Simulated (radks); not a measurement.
Question: Coherent X-ray form factor from a spherical all-electron density. Calculated with a radial shooting solver on a logarithmic mesh with Libxc functionals: scalar-relativistic Kohn-Sham, SCAN, spin-polarised, spherical densities, finite nucleus; meta-GGA in the generalised Kohn-Sham scheme; Fermi nuclear charge, rms radius of each element as measured or else 0.836 A^(1/3) + 0.57 fm.

sin(theta)/lambda (1/angstrom),f0 (electrons)
0.05,38.447
0.1,36.929
0.15,34.784
0.2,32.379
0.25,29.991
0.3,27.780
0.4,24.107
0.5,21.333
0.6,19.140
0.8,15.524
1,12.429
1.25,9.445
1.5,7.522
2,5.675

The species is in the configuration that NIST lists as its ground one. Which atom or ion scatters so?

Answer: The niobium ion Nb2+, [Kr] 4d3. Extrapolating in s^2 from the first two rows gives f0(0) = 39.0, near the electron count 39; among species with that count, the fall with angle is slower the higher Z, and the table is that of Z = 41; from so few rows the species is fixed only to a neighbour or two.
